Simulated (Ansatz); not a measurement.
Co(SH)2 (CoH₂S₂), relaxed as a quartet with UKS r2SCAN-D4/def2-TZVP in Ansatz, starting from the GFN2-xTB geometry. Force threshold 0.02 eV/Å.

The relaxation made no stability test and no search for a lower SCF solution.

Start:

```xyz
5

Co   -0.4392    0.0640   -0.3344
S     1.0999   -1.3593   -0.6857
H     0.5526   -1.7441   -1.8408
S    -1.1170    1.5697    1.0062
H    -0.0962    1.4697    1.8546
```

Estimate the energy that the relaxation releases and the steps that it takes.

17.7 kJ/mol, in 14 steps; 3.3 min on 4 threads of Arm Neoverse V2 on a shared host. The force fell under the threshold at step 12, but the optimiser went on. No frequencies were taken in this run, so the end may be a saddle point.

Does the start keep its bonding?

By distances, no bond broke or formed. The bond that changes most is Co1–S2, from 2.13 to 2.16 Å (atoms count from 1).

Predict the relaxed structure.


Cartesian coordinates in Å:
```
Co 0.000 -0.002 0.002
S 1.135 -1.610 -0.888
H 0.407 -1.699 -2.020
S -1.134 1.610 0.886
H -0.409 1.701 2.020
```
Bond lengths: 2 × Co–S 2.16 Å; 2 × H–S 1.35 Å.
